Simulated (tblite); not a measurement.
Isomers of C7H9NS. All values are computed: GFN2-xTB (tblite) harmonic vibrations without scaling, gas phase. Errors from tens to a few hundred cm⁻¹ against measured bands are possible. Modes of hydrogen on sulfur can be 10 to 20 % off. One conformer each.

Electronic energies: GFN2-xTB at the same geometries; isomer energies are rough at this level and their order can be wrong.

```tsv
SMILES	electronic energy, lowest = 0 (kcal/mol)
C[C@]1(CC#N)CCC1=S	33.7
SC1(n2cccc2)CC1	10.1
SCCc1ccncc1	2.4
NCc1ccc(S)cc1	8.7
CNc1ccccc1S	0.0
C=C(C#N)SCC1CC1	55.9
c1nscc1C1CCC1	7.0
C=C(C#N)[C@@H](C)C(C)=S	45.6
```

Q: How do GFN2-xTB zero-point energies change the relative energies?

A: 
```tsv
SMILES	ZPE (kcal/mol)	of it from modes above 1550 cm⁻¹	electronic (kcal/mol)	with ZPE, lowest = 0 (kcal/mol)	lowest mode (cm⁻¹)	rings
CNc1ccccc1S	87.6	43.3	0.0	0.0	95	1
SCCc1ccncc1	87.9	42.6	2.4	2.7	37	1
c1nscc1C1CCC1	90.7	39.1	7.0	10.1	46	2
NCc1ccc(S)cc1	88.1	46.0	8.7	9.2	40	1
SC1(n2cccc2)CC1	87.8	41.5	10.1	10.3	54	2
C[C@]1(CC#N)CCC1=S	88.9	42.1	33.7	35.0	47	1
C=C(C#N)[C@@H](C)C(C)=S	87.7	44.9	45.6	45.7	30	0
C=C(C#N)SCC1CC1	87.6	45.3	55.9	56.0	27	1
```

The zero-point energies span 3.1 kcal/mol, from `CNc1ccccc1S` to `c1nscc1C1CCC1`. The lowest isomer stays, but the order above it changes.

Q: What do entropy and thermal enthalpy add at 298.15 K and 1 bar (rigid rotor, harmonic oscillator, one conformer each)?

A: 
```json
{"SMILES": "CNc1ccccc1S", "point group": "C1", "symmetry number": "1", "S (cal/(mol K))": "94.1", "H − H(0) (kcal/mol)": "6.50", "ZPE + H − H(0) − TS (kcal/mol)": "66.0"}
{"SMILES": "SCCc1ccncc1", "point group": "C1", "symmetry number": "1", "S (cal/(mol K))": "94.8", "H − H(0) (kcal/mol)": "6.18", "ZPE + H − H(0) − TS (kcal/mol)": "65.8"}
{"SMILES": "c1nscc1C1CCC1", "point group": "Cs", "symmetry number": "1", "S (cal/(mol K))": "91.5", "H − H(0) (kcal/mol)": "5.69", "ZPE + H − H(0) − TS (kcal/mol)": "69.1"}
{"SMILES": "NCc1ccc(S)cc1", "point group": "C1", "symmetry number": "1", "S (cal/(mol K))": "95.1", "H − H(0) (kcal/mol)": "6.41", "ZPE + H − H(0) − TS (kcal/mol)": "66.1"}
{"SMILES": "SC1(n2cccc2)CC1", "point group": "C1", "symmetry number": "1", "S (cal/(mol K))": "92.7", "H − H(0) (kcal/mol)": "6.13", "ZPE + H − H(0) − TS (kcal/mol)": "66.3"}
{"SMILES": "C[C@]1(CC#N)CCC1=S", "point group": "C1", "symmetry number": "1", "S (cal/(mol K))": "98.2", "H − H(0) (kcal/mol)": "6.69", "ZPE + H − H(0) − TS (kcal/mol)": "66.3"}
{"SMILES": "C=C(C#N)[C@@H](C)C(C)=S", "point group": "C1", "symmetry number": "1", "S (cal/(mol K))": "102.3", "H − H(0) (kcal/mol)": "7.26", "ZPE + H − H(0) − TS (kcal/mol)": "64.4"}
{"SMILES": "C=C(C#N)SCC1CC1", "point group": "C1", "symmetry number": "1", "S (cal/(mol K))": "103.3", "H − H(0) (kcal/mol)": "7.05", "ZPE + H − H(0) − TS (kcal/mol)": "63.9"}
```
